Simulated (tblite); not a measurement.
C5H7O2S (doublet state).
Numbering: `[CH2:1]=[C:2][S:3](=[O:4])(=[O:5])[CH2:6][CH:7]=[CH2:8]` (hydrogens: H9, H10 on C1; H11, H12 on C6; H13 on C7; H14, H15 on C8)
Bond orders are those of one Lewis drawing.

Computed with GFN2-xTB (tblite), gas phase: L-BFGS steps from a force-field or distance-geometry start until the largest atomic force falls under 0.01 eV/Å.

Step 59: E = -692.8714 eV
```
atom  x, y, z in Å  |  force x, y, z in eV/Å
C1      3.1292    0.4476   -0.1684    0.016  -0.010   0.013
C2      2.1876   -0.3383   -0.5869    0.026   0.020   0.004
S3      0.6960   -0.8121    0.2574   -0.007  -0.009   0.049
O4      0.3376   -2.1592   -0.0687   -0.008  -0.003  -0.019
O5      0.8796   -0.4774    1.6491    0.002   0.007  -0.016
C6     -0.5256    0.3489   -0.4927   -0.004  -0.012  -0.021
C7     -1.8685   -0.2541   -0.3682   -0.003  -0.002  -0.003
C8     -2.8356    0.2311    0.3918   -0.002  -0.009   0.001
H9      3.1373    0.9109    0.8175    0.005  -0.008  -0.013
H10     3.9882    0.6765   -0.7835   -0.007   0.009   0.017
H11    -0.1988    0.4388   -1.5255   -0.009   0.020  -0.022
H12    -0.4224    1.2868    0.0457    0.000  -0.013  -0.030
H13    -2.0044   -1.1730   -0.9218   -0.002   0.009   0.018
H14    -3.7898   -0.2595    0.4665   -0.013   0.014   0.013
H15    -2.7147    1.1411    0.9564    0.006  -0.014   0.008
```

Step 60: E = -692.8716 eV
```
atom  x, y, z in Å  |  force x, y, z in eV/Å
C1      3.1314    0.4467   -0.1672    0.006   0.002   0.013
C2      2.1885   -0.3375   -0.5858    0.027   0.020   0.007
S3      0.6957   -0.8119    0.2564   -0.015   0.002   0.066
O4      0.3391   -2.1593   -0.0705   -0.006  -0.004  -0.018
O5      0.8741   -0.4765    1.6491    0.010   0.000  -0.038
C6     -0.5264    0.3482   -0.4947   -0.001  -0.007  -0.016
C7     -1.8690   -0.2547   -0.3687   -0.008  -0.008  -0.001
C8     -2.8352    0.2316    0.3916    0.002  -0.014   0.013
H9      3.1392    0.9111    0.8182    0.007  -0.012  -0.013
H10     3.9896    0.6773   -0.7829   -0.008   0.002   0.019
H11    -0.2003    0.4397   -1.5276   -0.008   0.017  -0.021
H12    -0.4251    1.2854    0.0451    0.009  -0.007  -0.033
H13    -2.0051   -1.1743   -0.9205   -0.006   0.002   0.009
H14    -3.7896   -0.2585    0.4695   -0.007   0.016   0.009
H15    -2.7113    1.1409    0.9568    0.000  -0.010   0.004
```

Problem. Estimate the geometry and energy of step 61. (The exact step hangs on the optimiser's Hessian estimate; all steps are aligned on step 60, rigid shifts and turns removed.)

Solution. E = -692.8719 eV, largest force 0.055 eV/Å
```
atom  x, y, z in Å  |  force x, y, z in eV/Å
C1      3.1342    0.4456   -0.1656   -0.003   0.010  -0.002
C2      2.1895   -0.3355   -0.5860    0.024   0.015   0.012
S3      0.6960   -0.8115    0.2557   -0.016   0.012   0.051
O4      0.3419   -2.1595   -0.0721   -0.004  -0.001  -0.010
O5      0.8712   -0.4743    1.6483    0.012  -0.008  -0.046
C6     -0.5279    0.3464   -0.4969    0.002   0.000  -0.009
C7     -1.8703   -0.2560   -0.3692   -0.012  -0.010   0.003
C8     -2.8351    0.2323    0.3917    0.007  -0.018   0.021
H9      3.1408    0.9098    0.8196    0.010  -0.011   0.003
H10     3.9923    0.6787   -0.7808   -0.011  -0.006   0.021
H11    -0.2033    0.4403   -1.5301   -0.006   0.010  -0.018
H12    -0.4289    1.2831    0.0437    0.020   0.003  -0.031
H13    -2.0072   -1.1760   -0.9194   -0.012  -0.007  -0.002
H14    -3.7906   -0.2556    0.4720   -0.002   0.016   0.007
H15    -2.7070    1.1403    0.9578   -0.007  -0.006   0.000
```

The energy changes by -0.0003 eV. The first-order estimate −F·Δx gives -0.0004 eV and the mean of the old and new forces, exact on a quadratic surface, -0.0003 eV. The step makes an angle of 74° with the force vector and moves no atom by more than 0.005 Å.

What follows is the cost of the whole relaxation. Hardware: one thread of an Arm Neoverse V1, no GPU, on a shared host. Cost: 1.1 s of wall time.
